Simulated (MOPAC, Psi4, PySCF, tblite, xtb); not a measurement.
Dimer F4Si ··· Li+ (SMILES F[Si](F)(F)F and [Li+]) (charge +1) at R = 3.35 Å between the centres of mass, closest contact 1.78 Å (lowest of the rigid-body minima from ten starts at GFN2-xTB). Geometry in Å and degrees:

```
Si
F 1 1.5671
F 1 1.5673 2 109.44
F 1 1.5673 2 109.45 3 120.00
F 1 1.5673 2 109.46 3 -120.01
Li 2 1.7825 3 144.91 1 -179.98
```

- GFN2-xTB (tblite)
- SAPT0/jun-cc-pVDZ, all electrons correlated (Psi4)
- PBE/def2-TZVP, counterpoise-corrected (Psi4)
- PBE-D3(BJ)/def2-TZVP, counterpoise-corrected (Psi4)
- HF/aug-cc-pVDZ, counterpoise-corrected (Psi4)
- MP2/aug-cc-pVDZ = DF-MP2/aug-cc-pVDZ, all electrons correlated, counterpoise-corrected (Psi4)
- SCS-MP2/aug-cc-pVDZ = DF-SCS-MP2/aug-cc-pVDZ, all electrons correlated, counterpoise-corrected (Psi4)
- PM6, restricted, heats of formation (MOPAC)
- PM3, restricted, heats of formation (MOPAC)
- GFN1-xTB (xtb)
- RKS-B3LYP/6-31G* = restricted B3LYP/6-31G*, spherical d, no counterpoise correction (PySCF)
- RKS-B3LYP/6-311+G** = PySCF 2.14.0 with restricted B3LYP/6-311+G**, spherical d, no counterpoise correction
- RKS-BP86/6-31G* = restricted BP86/6-31G*, spherical d, no counterpoise correction in PySCF
- RMP2/6-31G* = restricted MP2 (frozen core)/6-31G*, spherical d, no counterpoise correction run with PySCF

Problem. What interaction energy does each level give?

Solution. 
```tsv
method	E_int / kcal/mol
GFN1-xTB	-30.08
GFN2-xTB	-21.74
RKS-B3LYP/6-31G*	-18.07
RMP2/6-31G*	-16.41
RKS-BP86/6-31G*	-15.99
RKS-B3LYP/6-311+G**	-14.30
PBE-D3(BJ)/def2-TZVP	-13.40
PBE/def2-TZVP	-12.74
SAPT0/jun-cc-pVDZ	-12.65
PM3	-11.54
HF/aug-cc-pVDZ	-11.06
SCS-MP2/aug-cc-pVDZ	-10.33
MP2/aug-cc-pVDZ	-10.28
PM6	-9.22
```
